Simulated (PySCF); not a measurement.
C2H10Si2.

```xyz
14

Si     1.7993     0.0978     0.0000
Si    -0.4932    -0.4230     0.0000
C     -1.3098     0.2728     1.5524
C     -1.3098     0.2728    -1.5524
H      2.4862    -0.4516     1.2120
H      2.4862    -0.4516    -1.2120
H      1.9931     1.5843     0.0000
H     -0.6298    -1.9175     0.0000
H     -0.8572    -0.1428     2.4666
H     -2.3855     0.0312     1.5684
H     -1.2089     1.3695     1.5935
H     -1.2089     1.3695    -1.5935
H     -0.8572    -0.1428    -2.4666
H     -2.3855     0.0312    -1.5684
```
Charge 0, spin multiplicity 1.

Geometry: r2SCAN-D4/def2-SVP.

Level of theory: KT2/pcSseg-1 run with PySCF. Non-relativistic, no solvent.

Computed absolute GIAO shielding of each atom: isotropic value and principal components (ppm):
```
atom  σ(iso)    σ11    σ22    σ33  span
----  ------  -----  -----  -----  ----
Si1    469.7  460.0  463.7  485.4  25.4
Si2    401.7  367.5  401.0  436.7  69.2
C3     186.5  181.0  187.6  191.1  10.1
C4     186.5  181.0  187.6  191.1  10.1
H5      27.8   24.6   25.6   33.1   8.5
H6      27.8   24.6   25.6   33.1   8.5
H7      27.8   25.0   26.0   32.6   7.6
H8      26.8   24.3   24.7   31.5   7.3
H9      30.9   26.2   28.4   38.0  11.8
H10     30.7   26.1   28.1   37.9  11.8
H11     31.0   27.1   28.9   37.0  10.0
H12     31.0   27.1   28.9   37.0  10.0
H13     30.9   26.2   28.4   38.0  11.8
H14     30.7   26.1   28.1   37.9  11.8
```
